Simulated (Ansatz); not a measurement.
# A ladder of methods for KLi (Lithium Potassium)

KLi: 2 atoms, total charge 0, spin state singlet. As SMILES, `[Li][K]`. The bond length is the measured one.

```xyz
2

Li    0.0000    0.0000    0.0000
K     0.0000    0.0000    3.2700
```

Each level gives the energy change with the Li1–K2 bond stretched from 3.270 to 4.088 Å (eV). The values are calculated.

| level | kind | program | value (eV) | less FCI/STO-3G | CPU time (all runs) |
| --- | --- | --- | --- | --- | --- |
| SVWN5/STO-3G (restricted) | LDA | Ansatz | 0.50 | -0.06 | 1.6 s |
| revPBE/STO-3G (restricted) | GGA | Ansatz | 0.43 | -0.13 | 2.7 s |
| B3LYP/STO-3G (restricted) | global hybrid | Ansatz | 0.47 | -0.09 | 2.6 s |
| HSE06/STO-3G (restricted) | range-separated hybrid | Ansatz | 0.51 | -0.05 | 3.5 s |
| B2PLYP/STO-3G (restricted) | double hybrid | Ansatz | 0.50 | -0.06 | 3.1 s |
| MP2/STO-3G (restricted) | perturbation theory | Ansatz | 0.56 | 0.00 | 0.23 s |
| CCSDT/STO-3G (restricted) | coupled cluster or CI | Ansatz | 0.56 | 0.00 | 1 s |
| CCSDTQ/STO-3G (restricted) | coupled cluster or CI | Ansatz | 0.56 | 0.00 | 16 s |
| FCI/STO-3G | exact in the basis | Ansatz | 0.56 | 0.00 | 10 s |

FCI/STO-3G is exact within its basis and frozen core, so for wave-function methods in that basis the difference is their error; functionals converge differently with the basis, so for them it is only a difference. The first shape isn't each level's own minimum. The values span 0.43 to 0.56 eV. Minimal STO sets describe s-block atoms so badly that they can place the ion below the atom. All rows use very small basis sets, so even the best lies far from the true value. Times are those of the runs behind each value, whatever else they computed, on shared processors of several kinds: orders of magnitude only.
